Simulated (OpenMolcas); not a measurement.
## I+: thermal populations, the spin-orbit constant, Slater's ratio, worked from levels

| Property | Result |
| --- | --- |
| Program | OpenMolcas 26.06 |
| Basis | ANO-RCC-VTZP [7s6p4d2f1g] |
| Scalar Hamiltonian | DKH2, point nucleus |
| Active space | 6 electrons in 9 orbitals (RAS2 5s 5p; RAS3 5d, at most 2 electrons) |
| State averaging | 2S+1 = 3 even, 3 roots; 2S+1 = 1 even, 6 roots; 2S+1 = 3 odd, 3 roots; 2S+1 = 1 odd, 3 roots |
| Spin-orbit coupling | state interaction with AMFI integrals over the reference wave functions, term energies averaged over their components |

Methods: RASSCF; SS-RASPT2, IPEA 0.25 Eh, imaginary shift 0.1 Eh (closed shells correlated: 4d). Measured levels: NIST Handbook of Basic Atomic Spectroscopic Data.

**Thermal populations.** Z = Σ (2J + 1) exp(-E/kT) with k = 0.695035 cm-1/K, over the levels below. No other level of either list lies under 81000 cm-1, which is above 7 kT at each temperature.

| Level | 2J + 1 | SS-RASPT2 | measured |
| --- | --- | --- | --- |
| 5s² 5p⁴ ³P₂ | 5 | 0.0 | 0.0 |
| 5s² 5p⁴ ³P₁ | 3 | 6180 | 7087 |
| 5s² 5p⁴ ³P₀ | 1 | 6190 | 6448 |
| 5s² 5p⁴ ¹D₂ | 5 | 13450 | 13727 |
| 5s² 5p⁴ ¹S₀ | 1 | 28900 | 29501 |

```
T (K)  Z, SS-RASPT2  Z, measured levels  Ground level (%), SS-RASPT2  Ground level (%), measured levels
 5000         5.780               5.643                         86.5                               88.6
 8000         6.766               6.581                         73.9                               76.0
12000         7.934               7.738                         63.0                               64.6
```

At 12000 K, kT = 8340 cm-1, and the computed levels give Z = 5.000 + 1.430 + 0.476 + 0.997 + 0.031 = 7.934.

**The spin-orbit constant.** For the Hund term ³P of p4, E(J) = (A/2) J(J+1) + constant and ζ = -2S·A = -2A. From J = 0 to J = 2 the energy changes by 3 A.

```json
{"Source": "RASSCF", "E(2) - E(0)": "-6135.7", "A": "-2045.2", "ζ": "4090"}
{"Source": "SS-RASPT2", "E(2) - E(0)": "-6192.8", "A": "-2064.3", "ζ": "4129"}
{"Source": "measured", "E(2) - E(0)": "-6447.9", "A": "-2149.3", "ζ": "4299"}
```

All in cm-1. SS-RASPT2 is off by -4.0 % and RASSCF by -4.8 %. Both methods take the spin-orbit matrix elements from the reference wave functions, so the second can move ζ only through the term energies and any multistate remixing. Second-order mixing with other terms is absorbed into this ζ.

**Slater's ratio.** With one set of orbitals, p4 has ¹D - ³P = 6 F2 and ¹S - ¹D = 9 F2 (F2 = F²/25), a ratio of 3/2. Term energies are centres of gravity, weighted by 2J + 1.

```
   Source  ¹D - ³P  ¹S - ³P  F2 from the first  Ratio
   RASSCF    12052    26501               2009  1.199
SS-RASPT2    10700    26148               1783  1.444
 measured    10648    26423               1775  1.481
```

Energies in cm-1. A ratio away from 3/2 shows effects beyond one configuration with one set of orbitals, and in heavier atoms second-order spin-orbit shifts.

CASPT2 does not keep the components of a term degenerate, so their means are used; among the terms shown or strongly mixed into the levels shown the widest spread is 46 cm-1 (5s² 5p⁴ ¹D, SS-RASPT2). The run also gave levels led by 5s² 5p³ 5d, which use shells meant for correlation; these and all levels above them are left out. Measured partners are found by configuration, term and J. A level has none where our copy of the source lacks it or the pairing is in doubt (some pairs that miss far off the trend of their configuration count as doubtful), and it then counts in no deviation. Only configurations of the active space appear.
